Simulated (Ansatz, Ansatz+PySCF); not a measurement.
```
atom   x (Å)   y (Å)   z (Å)
  Be  0.0000  0.0000  0.0000
  Si  0.6526  0.8701  1.8838
```

Basis set: STO-3G (spherical functions). Left uncorrelated: 5 orbitals. Charge 0, multiplicity 1.

Computed with Ansatz (development build ahead of 0.2.0); the reference of a correlated method needn't be the lowest determinant of its kind. Restricted open shells among the atoms or ions are ROHF, correlated in semicanonical orbitals with singles.

Problem. Give the atomization energy at this shape (free ground-state atoms in the same class of orbitals less the molecule, no zero-point energy) of singlet BeSi by full CI (lowest root of this spin), RHF-CCSD(T), RHF-CCSD.

Solution.

| method | atomization energy |
| --- | --- |
| full CI (lowest root of this spin) | 108.5 kJ/mol |
| RHF-CCSD(T) | 99.4 kJ/mol |
| RHF-CCSD | 88.6 kJ/mol |

Caution: another spin multiplicity may lie lower. Caution for RHF-CCSD(T), RHF-CCSD: a plain start can end on a higher determinant; an unrestricted determinant lies well below; large amplitudes, a single reference is doubtful; the program doubts this total; the reference determinant was not shown to be the lowest.

This basis has no polarisation functions and is too small for such energies, which can lie far from measured ones in either direction.
